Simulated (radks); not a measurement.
Species: Mo2+. Configuration: [Kr] 4d4. Calculated with a radial shooting solver on a logarithmic mesh with Libxc functionals: scalar-relativistic Kohn-Sham, r2SCAN, spin-polarised, spherical densities, finite nucleus; open shells are filled with parallel spins first (spin-orbit coupling, left out, can overturn this in heavy ions); meta-GGA in the generalised Kohn-Sham scheme; Fermi nuclear charge, rms radius 4.4091 fm.

Radial electron density D(r) = 4 pi r^2 rho(r):

```
   r/bohr * D(r) (the largest magnitude, 65.7, reaches the edge; | marks zero)
  0.00431 |        *
 0.004938 |         *
 0.005703 |            *
 0.006587 |               *
 0.007607 |                  *
 0.008715 |                     *
  0.01006 |                         *
  0.01162 |                             *
  0.01342 |                                  *
  0.01538 |                                     *
  0.01776 |                                        *
  0.02051 |                                          *
  0.02369 |                                           *
  0.02714 |                                           *
  0.03134 |                                          *
   0.0362 |                                        *
  0.04181 |                                      *
   0.0479 |                                     *
  0.05531 |                                     *
  0.06388 |                                        *
  0.07378 |                                            *
  0.08452 |                                                 *
  0.09761 |                                                     *
   0.1127 |                                                      *
   0.1302 |                                                   *
   0.1492 |                                              *
   0.1723 |                                       *
   0.1989 |                                  *
   0.2298 |                                 *
   0.2632 |                                    *
    0.304 |                                        *
   0.3511 |                                         *
   0.4055 |                                      *
   0.4645 |                              *
   0.5365 |                     *
   0.6196 |              *
   0.7155 |          *
   0.8198 |        *
   0.9467 |         *
    1.093 |         *
    1.263 |       *
    1.447 |      *
    1.671 |    *
     1.93 |  *
    2.228 | *
    2.553 |*
    2.948 *
    3.405 *
    3.933 *
    4.505 *
    5.203 *
    6.009 *
     6.94 *
```

D(r) has 4 maxima, at r = 0.0247, 0.109, 0.343, 1.01 bohr, and minima at 0.0499, 0.219, 0.840 bohr, inside which lie 2.04, 11.06, 29.23 electrons.
